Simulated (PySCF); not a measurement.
GeBr₂.
Structure used (PBE0-D3(BJ)/def2-SVP), in Å, numbered top down from 1:
```
atom  x, y, z in Å
Ge1    0.005   -0.007   -1.004
Br2    1.792   -0.018    0.511
Br3   -1.797    0.024    0.492
```

Method: PBE0-D3(BJ)/def2-SVP geometry optimisation, gas phase in PySCF 2.14.0.

Masses are those of the commonest isotopes; rigid-rotor values at the optimised geometry. 

Task: Give the principal moments of inertia and the rotational constants in MHz.

Result: Ia = 114.12, Ib = 508.29, Ic = 622.41 u·Å²; 505379 MHz·u·Å²/I gives A = 4428, B = 994.3, C = 812.0 MHz.

Task: What kind of rotor is it?

Result: An asymmetric top; Ray's κ = -0.899.

Task: Where do the levels up to J = 5 lie, in cm⁻¹?

Result: Above 0(0,0):
J = 1: 1(0,1) 0.0602, 1(1,1) 0.1748, 1(1,0) 0.1809
J = 2: 2(0,2) 0.1805, 2(1,2) 0.2892, 2(1,1) 0.3075, 2(2,1) 0.6511, 2(2,0) 0.6513
J = 3: 3(0,3) 0.3603, 3(1,3) 0.4607, 3(1,2) 0.4972, 3(2,2) 0.8319, 3(2,1) 0.8330, 3(3,1) 1.4200, 3(3,0) 1.4200
J = 4: 4(0,4) 0.5990, 4(1,4) 0.6891, 4(1,3) 0.7499, 4(2,3) 1.0727, 4(2,2) 1.0762, 4(3,2) 1.6614, 4(3,1) 1.6615, 4(4,1) 2.4841, 4(4,0) 2.4841
J = 5: 5(0,5) 0.8956, 5(1,5) 0.9742, 5(1,4) 1.0652, 5(2,4) 1.3734, 5(2,3) 1.3815, 5(3,3) 1.9634, 5(3,2) 1.9636, 5(4,2) 2.7859, 5(4,1) 2.7859, 5(5,1) 3.8437, 5(5,0) 3.8437
Those of J = 1 are B + C, A + C and A + B.

Task: Predict some low-J microwave lines.

Result: The dipole components are |μa| = 0.00 D, |μb| = 1.80 D, |μc| = 0.00 D; the symmetry axis of this C2v structure is b, so μa and μc vanish by symmetry and there are no a-type or c-type lines. Some lines, for components of 0.1 D or more:

```tsv
type	branch	J(Ka,Kc)	MHz	lower level (cm⁻¹)
b	R	3(0,3) ← 2(1,2)	2132	0.289
b	Q	3(1,2) ← 3(0,3)	4103	0.360
b	R	4(0,4) ← 3(1,3)	4146	0.461
b	Q	4(1,3) ← 4(0,4)	4523	0.599
b	R	1(1,1) ← 0(0,0)	5240	0.000
b	R	2(1,2) ← 1(0,1)	6864	0.060
b	R	3(1,3) ← 2(0,2)	8400	0.181
b	Q	2(2,1) ← 2(1,2)	10849	0.289
b	Q	4(2,3) ← 4(1,4)	11500	0.689
b	R	2(2,1) ← 1(1,0)	14097	0.181
b	R	3(2,2) ← 2(1,1)	15721	0.307
b	R	3(2,1) ← 2(1,2)	16303	0.289
b	Q	4(3,1) ← 4(2,2)	17546	1.076
b	Q	4(3,2) ← 4(2,3)	17650	1.073
b	R	3(3,1) ← 2(2,0)	23042	0.651
b	R	3(3,0) ← 2(2,1)	23050	0.651
b	Q	4(4,0) ← 4(3,1)	24663	1.661
b	R	4(3,2) ← 3(2,1)	24834	0.833
```

Task: Estimate the classical rotational partition function at 50 K, 100 K and 298.15 K.

Result: Point group C2v, symmetry number σ = 2; q = (√π/σ)·√((kT/h)³/(ABC)), k/h = 20836.6 MHz/K: 15800 at 50 K, 44600 at 100 K, 230000 at 298.15 K.

Whether it is a minimum is left open (no frequencies). Constants of a rigid frame at the computed geometry: no zero-point averaging, no centrifugal distortion. Quadrupole hyperfine structure (79Br) is left out.

On one thread, Arm Neoverse V1 (shared host), this took 24 s wall. These figures are those of the optimisation.
